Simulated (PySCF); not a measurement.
[SmI2]+ at several levels of theory

Computed with PySCF 2.14.0 (density fitting, no spin-orbit coupling) at the geometry relaxed with PBE0:

```xyz
3
[SmI2]+ (singlet in the valence; each metal's 4f electrons, 5 of them, lie in its core potential, out of spins and levels)
Sm    0.0000    0.0000   -1.0567
I     2.2248    0.0000    0.6037
I    -2.2248    0.0000    0.6037
```

```
level                                               basis    state  HOMO (eV)  gap (eV)  charge on Sm1 (e)  population of f-type functions on Sm1 (polarisation alone where 4f lies in the core)  dipole about the centre of mass (D)  largest force component (eV/Å)
 PBE0    Sm lcecp-1-SVP with ECP51, I def2-SVP with ECP28  singlet     -11.78      4.25               1.12                                                                                  0.03                                 7.97                            0.03
B3LYP                                            the same  singlet     -11.51      3.69               1.07                                                                                  0.03                                 7.77                            0.32
 PBE0  Sm lcecp-1-TZVP with ECP51, I def2-TZVP with ECP28  singlet     -11.71      4.31               1.39                                                                                  0.03                                 7.73                            0.09
```

In the lcecp rows the 4f levels are missing from HOMO and gap, and the state counts the valence alone.

Charges are Mulliken's, which hang on the basis. The relaxation used the grid (50, 194), these runs (75, 302) or, all-electron (x2c bases, spin-free X2C Hamiltonian), (99, 590).

Q: What does BLYP with Sm lcecp-1-SVP with ECP51, I def2-SVP with ECP28 give here?

A: state singlet, HOMO (eV) -10.53, gap (eV) 2.35, charge on Sm1 (e) 0.96, population of f-type functions on Sm1 (polarisation alone where 4f lies in the core) 0.03, dipole about the centre of mass (D) 7.19, largest force component (eV/Å) 0.59. Time: 8.3 s on 2 threads of Intel(R) Xeon(R) CPU @ 2.80GHz (Skylake/Cascade Lake), with other jobs on the host, from an already converged density.

In the first row's basis the gap widens with exact exchange: 2.3 eV for BLYP (none); 3.7 to 4.2 eV for B3LYP, PBE0 (a fixed share).

An lcecp potential fixes the number of 4f electrons, so in runs with it no electron can move into or out of that shell.
